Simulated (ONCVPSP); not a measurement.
# Before and after: ONCV potential for thallium

ONCVPSP 4.0.1 input, shortened (lines: element, Z, core and valence counts, functional; n l f; lmax; l rc ep ncon nbas qcut; lloc lpopt rc5 dvloc0; l nproj debl; icmod fcfact rcfact), PBE, scalar-relativistic:

```
  Tl 81.00   10    5        4      upf
    1    0    2.00
    2    0    2.00
    2    1    6.00
    3    0    2.00
    3    1    6.00
    3    2   10.00
    4    0    2.00
    4    1    6.00
    4    2   10.00
    4    3   14.00
    5    0    2.00
    5    1    6.00
    5    2   10.00
    6    0    2.00
    6    1    1.00
    2
    0    1.20    0.00    3    7    8.60
    1    1.30    0.00    4    8    8.50
    2    2.00    0.00    3    8    6.90
    4    5    0.80    3.00
    0    2    1.90
    1    2    2.60
    2    3    3.80
    0    0.00    0.00
```

Change: s: qcut 7.5; p: qcut 7.4; d: qcut 6.

Cutoffs: the cutoffs (Ha) at which the residual kinetic energy of the hardest occupied pseudo-wave falls to 1 and 0.1 mHa per electron; they do not see the model core or the augmentation charge, which bear on the density cutoff. Errors are all-electron minus pseudo energies relative to the spin-unpolarised reference configuration.

Question: Predict the effect on cutoff, ghosts and configuration errors.

Answer: The potential gets neither clearly harder nor softer (32 Ha and 70 Ha → 31 Ha and 114 Ha); both files keep a bound ghost (s); of the 3 tests that both files solve, the error grows in 2 and shrinks in 0 by more than 15 % and 0.3 meV (median size 9.2 → 11.1 meV).

```csv
quantity,base,changed
"cutoff, loose",32 Ha,31 Ha
"cutoff, tight",70 Ha,114 Ha
loose cutoff by channel,"s 32 Ha, p 32 Ha, d 19 Ha","s 29 Ha, p 31 Ha, d 16 Ha"
bound ghosts,s,s
GHOST(+) flags under 300 eV,"d at 153.7 eV, p at 256.1 eV","p at 243.8 eV, d at 279.1 eV"
tests with a reliable result,3 of 4,3 of 4
"error for 5s2 5p6 5d10 6s2 6p0, meV [ΔE 5.17 eV]",-2.2,-2.2
"error for 5s2 5p6 5d10 6s1 6p0, meV [ΔE 25.95 eV]",-9.2,-11
"error for 5s1 5p6 5d10 6s2 6p1, meV [ΔE 138.53 eV]",-307,-438
s: phases at 1.22 bohr within 0.05 rad from the reference energy up to (Ha; the scan ends near 5),to the end of the scan,to the end of the scan
p: phases at 1.32 bohr within 0.05 rad from the reference energy up to (Ha; the scan ends near 5),4.8,4.6
d: phases at 2.04 bohr within 0.05 rad from the reference energy up to (Ha; the scan ends near 5),to the end of the scan,to the end of the scan
```

 A true bound ghost makes a file unfit for plane-wave use even where its test errors are small: the radial tests pick states by their node count and pass the ghost by.
